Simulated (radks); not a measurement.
Species: Rb III. Configuration: [Ar] 3d10 4s2 4p3 4f2 (not the ground configuration).

Method: Dirac Kohn-Sham, RPBE, spin-unpolarised, spherical densities, point nucleus; open shells fill j = l - 1/2 first; computed with a radial shooting solver on a logarithmic mesh with Libxc functionals.

Energy parts (eV):
| part | energy |
|---|---|
| total | -81036.573 |
| kinetic | 83352.451 |
| electron-nucleus | -194417.478 |
| Hartree | 32743.179 |
| exchange-correlation | -2714.725 |

Orbitals (lengths in bohr, moments of r in powers of bohr; r(max) is where P^2 peaks):
orbital  occ.  eigenvalue (eV)     <r^2>      <r>   r(max)   <1/r>
1s1/2       2        -15069.30  0.002187  0.04029  0.02628   37.88
2s1/2       2        -2046.547   0.03721   0.1775   0.1496   8.505
2p1/2       2        -1859.570   0.02845   0.1522   0.1173   8.473
2p3/2       4        -1798.775   0.02987   0.1563   0.1207   8.162
3s1/2       2        -336.3661    0.2985   0.5097   0.4509   2.827
3p1/2       2        -269.3565    0.3049   0.5107   0.4404   2.714
3p3/2       4        -260.2037    0.3172   0.5211   0.4493   2.640
3d3/2       4        -143.0664    0.3309   0.5203   0.3913   2.410
3d5/2       6        -141.5056    0.3354   0.5240   0.3940   2.390
4s1/2       2         -64.5827     2.111    1.367    1.227  0.9826
4p1/2       2         -47.5486     2.603    1.513    1.335  0.8771
4p3/2       1         -46.3954     2.689    1.538    1.358  0.8602
4d3/2       0         -22.1418     5.027    2.078    1.730  0.6288
4d5/2       0         -22.0208     5.075    2.088    1.738  0.6257
5s1/2       0         -18.7404     12.05    3.281    3.019  0.3995
4f5/2       2          -7.4533     23.46    4.521    4.066  0.2617
4f7/2       0          -7.4527     23.47    4.522    4.067  0.2616

The highest occupied level is 4f5/2 at -7.453 eV. The configuration is held as typed, so some empty levels lie below it. Summed over all electrons, <r^2> = 65.11 bohr^2, which gives a Langevin (diamagnetic) susceptibility term of -51.6 x 10^-6 cm^3/mol. The density falls to 0.001 e/bohr^3 at r = 5.36 bohr.
